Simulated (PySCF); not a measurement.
Job file and geometry (Å, from GFN2-xTB) of an NMR shielding run on `CS/C=C/CB(Cl)Cl`, C₄H₇BCl₂S, GIAO PBE0/pcSseg-1 NMR shielding, non-relativistic, gas phase (PySCF 2.14.0, density-fitted response routines); density fitting, a coarse starting grid and PySCF grid level 2 are the driver's defaults:

```
$ OMP_NUM_THREADS=1 python probes_run.py task.json out

{"job": {"kind": "nmr", "xc": "PBE0", "basis": "pcSseg-1"}, "charge": 0, "multiplicity": 1}
C     -2.689536     0.700165     0.210122
S     -2.058939    -0.395257     1.511053
C     -0.438897    -0.767766     0.971327
C      0.146571    -0.408289    -0.161757
C      1.567717    -0.759174    -0.497319
B      2.537005     0.496023    -0.651971
Cl     1.955255     2.101464    -0.498473
Cl     4.208424     0.257414    -0.983673
H     -2.758904     0.156963    -0.727529
H     -2.037232     1.563235     0.116339
H     -3.677828     1.011505     0.532446
H      0.070660    -1.366966     1.710536
H     -0.368725     0.187378    -0.898943
H      1.962402    -1.439358     0.262630
H      1.577614    -1.329348    -1.433666
```

**Question.** What does the program print?

**Answer.** 
```
coarse grid: 14648 points
cycle   1  E = -1499.3138526821  dE =  9.698e-01  |g| = 3.802e-01  |ddm| = 3.619e+00
cycle   2  E = -1499.3126871693  dE =  1.166e-03  |g| = 4.047e-01  |ddm| = 7.291e-01
cycle   3  E = -1499.3534104176  dE = -4.072e-02  |g| = 6.107e-02  |ddm| = 3.950e-01
cycle   4  E = -1499.3542481251  dE = -8.377e-04  |g| = 2.994e-02  |ddm| = 1.063e-01
cycle   5  E = -1499.3544518426  dE = -2.037e-04  |g| = 1.004e-02  |ddm| = 3.521e-02
cycle   6  E = -1499.3544763316  dE = -2.449e-05  |g| = 2.764e-03  |ddm| = 1.094e-02
cycle   7  E = -1499.3544781303  dE = -1.799e-06  |g| = 7.292e-04  |ddm| = 2.726e-03
final grid: 128888 points
cycle   8  E = -1499.4007554303  dE = -4.372e-05  |g| = 9.539e-03  |ddm| = 3.267e-02
cycle   9  E = -1499.4007396288  dE =  1.580e-05  |g| = 1.200e-02  |ddm| = 1.911e-02
cycle  10  E = -1499.4007764263  dE = -3.680e-05  |g| = 1.694e-03  |ddm| = 1.306e-02
cycle  11  E = -1499.4007770837  dE = -6.573e-07  |g| = 5.561e-04  |ddm| = 2.119e-03
cycle  12  E = -1499.4007771590  dE = -7.530e-08  |g| = 9.203e-05  |ddm| = 4.968e-04
cycle  13  E = -1499.4007771608  dE = -1.773e-09  |g| = 3.425e-05  |ddm| = 1.261e-04
cycle  14  E = -1499.4007771610  dE = -2.819e-10  |g| = 8.435e-06  |ddm| = 3.730e-05
converged SCF energy = -1499.4007771610

GIAO shielding tensors (ppm)
atom      isotropic    diamagn.    paramagn.     s11        s22        s33       span
  0 C      168.961     252.111     -83.150    159.583    164.530    182.769     23.186
  1 S      494.428    1055.788    -561.360    331.013    456.991    695.281    364.269
  2 C       52.128     257.662    -205.534    -48.606     68.239    136.750    185.356
  3 C       63.948     258.152    -194.204    -40.874     65.995    166.722    207.595
  4 C      147.981     250.998    -103.016    133.570    139.186    171.188     37.619
  5 B       36.647     189.452    -152.804     -8.335     32.287     85.990     94.325
  6 Cl     657.242    1148.073    -490.831    358.620    684.987    928.119    569.499
  7 Cl     674.553    1145.218    -470.665    382.954    741.776    898.930    515.975
  8 H       29.456      31.010      -1.554     25.396     26.746     36.225     10.828
  9 H       29.423      31.773      -2.351     24.609     27.649     36.009     11.401
 10 H       29.565      28.105       1.461     24.605     26.616     37.475     12.870
 11 H       25.768      32.325      -6.557     22.337     25.674     29.294      6.957
 12 H       26.573      35.644      -9.071     22.982     24.327     32.410      9.428
 13 H       29.281      30.472      -1.191     24.657     31.326     31.861      7.203
 14 H       29.185      29.249      -0.063     24.239     29.429     33.889      9.650
```

Size and cost of the density-fitted run: 192 basis functions, 66 s wall time on 1 thread of an Arm Neoverse N1, shared host; peak memory 0.85 GiB.
